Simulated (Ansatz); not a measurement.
Geometry optimisation, RHF/def2-SVP (Ansatz).

Input file:

```yaml
crystal:
  periodic: [false, false, false]
  atoms:
    - { symbol: Zn, position_ang: [0.284501, -0.969229, -0.061928] }
    - { symbol: F, position_ang: [1.127684, -0.058642, 1.20724] }
    - { symbol: Cl, position_ang: [-0.618098, -2.211509, -1.535943] }
    - { symbol: H, position_ang: [-0.151376, 1.53162, 0.426773] }
    - { symbol: H, position_ang: [-0.642709, 1.70776, -0.036141] }
basis:
  gaussian: { orbitals: def2-SVP }
hamiltonian:
  xc: hf
relax:
  f_tol: 0.03
  max_steps: 50
```

Run as:

```bash
$ ansatz run input.yaml --threads 1 --pin off --max-ram 2048MiB --backend cpu --events-out ev --progress --plain --runs-dir out
```

Q: Where does it end, and by what steps?

A: The forces met the threshold. After 5 steps the energy has fallen by 0.091 eV; H5 moved furthest, 0.25 Å.

```json
{"step": "0", "energy less start (eV)": "0.0000", "largest force component (eV/Å)": "1.673", "accepted": "yes"}
{"step": "1", "energy less start (eV)": "-0.0787", "largest force component (eV/Å)": "0.305", "accepted": "yes"}
{"step": "2", "energy less start (eV)": "-0.0857", "largest force component (eV/Å)": "0.267", "accepted": "yes"}
{"step": "3", "energy less start (eV)": "-0.0882", "largest force component (eV/Å)": "0.206", "accepted": "yes"}
{"step": "4", "energy less start (eV)": "-0.0905", "largest force component (eV/Å)": "0.036", "accepted": "yes"}
{"step": "5", "energy less start (eV)": "-0.0906", "largest force component (eV/Å)": "0.004", "accepted": "yes"}
```

```xyz
5
Properties=species:S:1:pos:R:3
Zn 0.364 -1.138 -0.045
F 1.174 -0.210 1.201
Cl -0.598 -2.296 -1.545
H -0.208 1.701 0.433
H -0.731 1.942 -0.044
```

The run took 7 s on 1 CPU thread of a shared host.
